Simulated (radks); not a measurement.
Values are calculated unless marked as measured or tabulated.
Spherical jellium clusters: N electrons in a uniform positive sphere of charge N and radius rs N^(1/3), rs = 4.2 bohr. Level of theory: non-relativistic Kohn-Sham, LDA (Slater exchange, Perdew-Wang correlation), spin-polarised, spherical densities (a radial shooting solver with Libxc functionals). Levels are named by radial order and angular momentum (1s, 1p, 1d, 2s, ...), and open shells are averaged over m.

N = 27, configuration 1s2 1p6 1d10 2s2 1f(up 7, down 0). This is the lowest configuration that the search found. Occupied and some empty levels:

level,occupation,eigenvalue (eV),<r> (bohr)
1s up,1,-5.0091,7.832
1s down,1,-4.7928,7.288
1p up,3,-4.4368,9.118
1p down,3,-4.1312,8.882
1d up,5,-3.6890,9.982
1d down,5,-3.3421,9.917
2s up,1,-3.2445,7.790
2s down,1,-3.0771,8.122
1f up,7,-2.7920,10.70
1f down,0,-2.4330,10.75
2p up,0,-2.1514,9.333
2p down,0,-1.9848,9.469
1g up,0,-1.7746,11.41
1g down,0,-1.4253,11.56
2d up,0,-1.1139,11.32
2d down,0,-0.94326,11.56

Energy (eV): total -50.8501, kinetic 44.008, external -1871.3, Hartree 927.77, exchange-correlation -95.993, background 944.62.

Electron density:

r (bohr),n(r) (e/bohr^3)
0.400,0.004471
1.40,0.004194
2.41,0.003709
3.41,0.003202
4.42,0.002870
5.42,0.002836
6.43,0.003091
7.43,0.003485
8.44,0.003767
9.44,0.003677
10.4,0.003089
11.4,0.002163
12.5,0.001233
13.5,0.0005944
14.5,0.0002557
15.5,0.0001011
16.5,0.00003832
17.5,0.00001390
18.5,4.978e-06
19.5,1.743e-06
